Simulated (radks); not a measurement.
Spherical quantum dot in the effective-mass picture: electrons in a hard-walled sphere of radius 5.17, with a point charge +1 (a donor) at the centre, all in effective atomic units (hartree* = m*/eps^2 hartree, bohr* = eps/m* bohr), one dielectric constant everywhere. Calculated with a radial shooting solver with Libxc functionals: non-relativistic Kohn-Sham, LDA (Slater exchange, Perdew-Wang correlation), spin-polarised, spherical densities. Levels are named by radial order and angular momentum (1s, 1p, 1d, 2s, ...), and open shells are averaged over m. Each electron was tried in the lowest free levels, single moves between levels near the top were tried too, and the lowest total energy was kept; such a search can miss a lower state. At N = 1 the Hartree and exchange-correlation terms need not cancel, so that row can carry a self-interaction error.

N                         open shells  2S  E (hartree*)  addition energy mu(N+1) - mu(N) (hartree*)  rms radius (bohr*)
1                    1s(up 1, down 0)   1     -0.474484                                      0.5016               1.713
2                                none   0     -0.447339                                      0.5812               2.130
3                    1p(up 1, down 0)   1      0.161012                                      0.2365               2.614
4                    1p(up 2, down 0)   2       1.00586                                      0.2438               2.854
5                    1p(up 3, down 0)   3       2.09452                                      0.3056               3.008
6                    1p(up 3, down 1)   2       3.48876                                      0.2316               3.123
7                    1p(up 3, down 2)   1       5.11462                                      0.2361               3.211
8                                none   0       6.97653                                      0.4289               3.282
9                    2s(up 1, down 0)   1       9.26736                                      0.2410               3.314
10                   1d(up 2, down 0)   2       11.7992                                      0.2245               3.416
11                   1d(up 3, down 0)   3       14.5555                                      0.2308               3.467
12                   1d(up 4, down 0)   4       17.5426                                      0.2311               3.511
13                   1d(up 5, down 0)   5       20.7608                                      0.2832               3.549
14  1d(up 5, down 0) 2s(up 1, down 0)   6       24.2622                                      0.2370               3.549
15                   1d(up 5, down 2)   3       28.0006                                      0.2208               3.615
16                   1d(up 5, down 3)   2       31.9599                                      0.2271               3.643
17                   1d(up 5, down 4)   1       36.1462                                      0.2275               3.668
18                               none   0       40.5601                                      0.3014               3.692
19                   2s(up 1, down 0)   1       45.2754                                      0.3918               3.682
20  2s(up 1, down 0) 1f(up 1, down 0)   2       50.3824                                      0.2241               3.705
21  2s(up 1, down 0) 1f(up 2, down 0)   3       55.7136                                      0.2243               3.727
22  2s(up 1, down 0) 1f(up 3, down 0)   4       61.2691                                      0.2244               3.747
23  2s(up 1, down 0) 1f(up 4, down 0)   5       67.0489                                      0.2244               3.765
24  2s(up 1, down 0) 1f(up 5, down 0)   6       73.0532                                      0.2244               3.783
25  2s(up 1, down 0) 1f(up 6, down 0)   7       79.2819                                      0.2244               3.799
26  2s(up 1, down 0) 1f(up 7, down 0)   8       85.7350                                      0.2800               3.814
27  2s(up 1, down 0) 1f(up 7, down 1)   7       92.4681                                      0.2215               3.829
28  2s(up 1, down 0) 1f(up 7, down 2)   6       99.4226                                      0.2218               3.843
29  2s(up 1, down 0) 1f(up 7, down 3)   5       106.599                                      0.2219               3.856
30  2s(up 1, down 0) 1f(up 7, down 4)   4       113.997                                      0.2220               3.868
31  2s(up 1, down 0) 1f(up 7, down 5)   3       121.618                                      0.2221               3.880
32  2s(up 1, down 0) 1f(up 7, down 6)   2       129.460                                      0.2221               3.891
33                   2s(up 1, down 0)   1       137.525                                      0.4178               3.902
34                               none   0       146.007                                      0.3025               3.885
35                   1g(up 1, down 0)   1       154.792                                           -               3.897

All shells are closed at N = 2, 8, 18, 34 (there: 1s2 1p6 1d10 2s2 1f14); the second difference of the energy has clear peaks (12 % above both neighbours; the first and last values, which can be the largest, are not judged, and half-filled shells can peak too) at N = 2, 5, 8, 13, 19, 26, 33.
